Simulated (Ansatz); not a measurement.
Relaxation of Zn3Se3 with RKS PBE-D4/def2-SVP.

```sh
$ ansatz run in.yaml --threads 4 --pin off --events-out ev --progress --plain --max-ram 4787MiB
```

```yaml
crystal:
  periodic: [false, false, false]
  atoms:
    - {symbol: Zn, position_ang: [-1.964560, -1.102160, 0.634260]}
    - {symbol: Zn, position_ang: [0.106080, 1.581830, -0.706330]}
    - {symbol: Zn, position_ang: [0.426720, -0.437390, 1.277110]}
    - {symbol: Se, position_ang: [1.195960, -1.630400, -0.678860]}
    - {symbol: Se, position_ang: [-0.178810, -0.368220, -2.060620]}
    - {symbol: Se, position_ang: [0.414600, 1.956340, 1.534440]}
basis:
  gaussian: {orbitals: def2-SVP}
hamiltonian: {xc: pbe, dispersion: d4}
scf: {lower_state_search: "off"}
output: {orbitals: {seedname: orbitals}}
relax: {f_tol: 0.02, max_steps: 100}
```

Hardware: 4 threads of Arm Neoverse V2 on a shared host. Wall time 20 s.

Positions (Å) and forces (eV/Å) at steps 1, 2, 3, 4, 5, 7 of 7:

```xyz
6
step=1 energy=-341216.4420 eV
Zn   -1.965   -1.102    0.634   -0.023    0.005   -0.045
Zn    0.106    1.582   -0.706    0.110   -0.585   -0.039
Zn    0.427   -0.437    1.277   -0.127    0.395   -0.373
Se    1.196   -1.630   -0.679    0.680   -0.427    0.538
Se   -0.179   -0.368   -2.061   -0.672    0.643   -0.311
Se    0.415    1.956    1.534    0.032   -0.031    0.229
6
step=2 energy=-341216.5545 eV
Zn   -1.974   -1.069    0.572    0.143    0.004   -0.013
Zn    0.122    1.483   -0.644    0.040   -0.079   -0.092
Zn    0.415   -0.370    1.192   -0.092   -0.084    0.041
Se    1.275   -1.635   -0.676    0.047    0.067    0.184
Se   -0.265   -0.397   -2.030   -0.149    0.187   -0.025
Se    0.426    1.988    1.586    0.010   -0.093   -0.095
6
step=3 energy=-341216.5719 eV
Zn   -1.948   -1.091    0.548    0.108    0.009   -0.016
Zn    0.150    1.459   -0.654    0.032    0.002   -0.028
Zn    0.399   -0.373    1.223   -0.171   -0.005    0.103
Se    1.261   -1.592   -0.649    0.027   -0.005   -0.130
Se   -0.304   -0.383   -2.040   -0.015   -0.025    0.083
Se    0.442    1.980    1.571    0.019    0.023   -0.012
6
step=4 energy=-341216.5820 eV
Zn   -1.926   -1.125    0.515    0.077    0.015   -0.009
Zn    0.179    1.453   -0.659    0.030    0.049    0.025
Zn    0.368   -0.368    1.244   -0.154    0.008    0.110
Se    1.254   -1.566   -0.640    0.016   -0.013   -0.176
Se   -0.341   -0.380   -2.022    0.011   -0.103    0.047
Se    0.465    1.986    1.562    0.020    0.044    0.003
6
step=5 energy=-341216.5941 eV
Zn   -1.868   -1.201    0.428   -0.025    0.014    0.027
Zn    0.248    1.429   -0.662   -0.005    0.003    0.045
Zn    0.282   -0.355    1.308   -0.036    0.072    0.049
Se    1.242   -1.493   -0.634    0.009   -0.005   -0.117
Se   -0.435   -0.392   -1.985    0.055   -0.063   -0.005
Se    0.532    2.011    1.545    0.001   -0.021    0.002
6
step=7 energy=-341216.5962 eV
Zn   -1.879   -1.165    0.440    0.001   -0.002    0.001
Zn    0.233    1.413   -0.654   -0.003    0.010   -0.004
Zn    0.291   -0.360    1.310   -0.010   -0.003    0.007
Se    1.260   -1.487   -0.649   -0.002    0.001   -0.011
Se   -0.425   -0.406   -1.997    0.009   -0.004    0.009
Se    0.521    2.005    1.551    0.005   -0.001   -0.003
```

The restricted singlet is unstable towards broken spin symmetry in Hartree–Fock (as tested in another run); at PBE-D4/def2-SVP this wasn't settled. Another isomer (singlet) lies 2.51 eV lower at PBE0-D4/def2-TZVP; other spin states weren't run for this one.
